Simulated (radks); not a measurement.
Species: Ru. Configuration: [Kr] 4d8 (not the ground configuration). Calculated with a radial shooting solver on a logarithmic mesh with Libxc functionals: Dirac Kohn-Sham, PBEsol, spin-unpolarised, spherical densities, finite nucleus; open shells are shared between the two j in proportion to 2j + 1; Fermi nuclear charge, rms radius 4.4809 fm.

Unscreened Slater integrals over Kohn-Sham orbitals (hartree). Large and small components are both included.

\begin{tabular}{lr}
integral & value \\ \hline
F0(4d5/2,4d5/2) & 0.50666 \\
F2(4d5/2,4d5/2) & 0.23906 \\
F4(4d5/2,4d5/2) & 0.15222 \\
F0(4d5/2,4d3/2) & 0.51171 \\
F2(4d5/2,4d3/2) & 0.24181 \\
G2(4d5/2,4d3/2) & 0.24172 \\
G4(4d5/2,4d3/2) & 0.15403 \\
F0(4d5/2,4p3/2) & 0.60985 \\
F2(4d5/2,4p3/2) & 0.28067 \\
G1(4d5/2,4p3/2) & 0.34400 \\
G3(4d5/2,4p3/2) & 0.20731 \\
F0(4d5/2,4p1/2) & 0.61522 \\
G3(4d5/2,4p1/2) & 0.20416 \\
F0(4d3/2,4d3/2) & 0.51689 \\
F2(4d3/2,4d3/2) & 0.24468 \\
F0(4d3/2,4p3/2) & 0.61779 \\
F2(4d3/2,4p3/2) & 0.28655 \\
G1(4d3/2,4p3/2) & 0.35284 \\
G3(4d3/2,4p3/2) & 0.21276 \\
F0(4d3/2,4p1/2) & 0.62336 \\
G1(4d3/2,4p1/2) & 0.34800 \\
F0(4p3/2,4p3/2) & 0.78732 \\
F2(4p3/2,4p3/2) & 0.41136 \\
F0(4p3/2,4p1/2) & 0.79840 \\
G2(4p3/2,4p1/2) & 0.41626 \\
F0(4p1/2,4p1/2) & 0.81005 \\
\end{tabular}
